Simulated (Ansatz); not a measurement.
This triplet is an excited state, 2.27 eV above the relaxed singlet at the level composite: frozen-core CCSD(T) with HF/cc-pV5Z and the correlation energy extrapolated as X^-3 from cc-pVQZ and cc-pV5Z, plus full CI minus CCSD(T) in cc-pVDZ // B3LYP-D3(BJ)/def2-TZVP (Ansatz, a quantum-chemistry and plane-wave program).

Species: HSi, SMILES `[SiH+]` (excited triplet) (charge 1, multiplicity 3).

Problem. Give a relaxed geometry from B3LYP-D3(BJ)/def2-TZVP (Ansatz).

Solution. the end point of this relaxation (outside a Z-matrix the atoms follow the SMILES, hydrogens last).
Bonded distances (Å): Si1–H2 1.558.
